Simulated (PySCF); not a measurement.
CuF, charge +1, doublet, geometry from GFN2-xTB (such geometries of metal compounds can be far from the true shape) (the multiplicity is a formal guess). Base run: PySCF with M06L/6-31G**.

PySCF was given this input:
```python
from pyscf import gto, scf, dft

mol = gto.M(
    atom='''
Cu   -0.00000000   -0.00000000   -0.40706850
F     0.00000000    0.00000000    1.31166518
''',
    basis='6-31g**',
    charge=1,
    spin=1,
    verbose=4,
)

mf = dft.UKS(mol)
mf.xc = 'm06l'
mf.kernel()
mf.analyze()
```

Each row names what was changed in the base input (with any setting that the change needs).

```csv
change,ΔE vs base (mEh),grid points,electrons on the grid
base,0.000,34904,37.00000
small_rho_cutoff = 0,0.000,34904,37.00000
"grids.atom_grid = (30, 110)",-50.769,4888,36.99921
"grids.atom_grid = (150, 974)",0.004,151000,37.00000
grids.level = 4,0.001,59216,37.00000
grids.radi_method = gauss_chebyshev,-0.007,34152,37.00000
grids.level = 2,0.038,24648,36.99997
"grids.atom_grid = (99, 590)",0.000,60672,37.00000
grids.level = 7,0.006,176568,37.00000
"grids.atom_grid = (75, 302)",0.045,27304,36.99997
grids.level = 5,0.007,88616,37.00000
```

Open shells are given as the SCF converged; they aren't shown to be the lowest states, and a large step between rows can be another state.
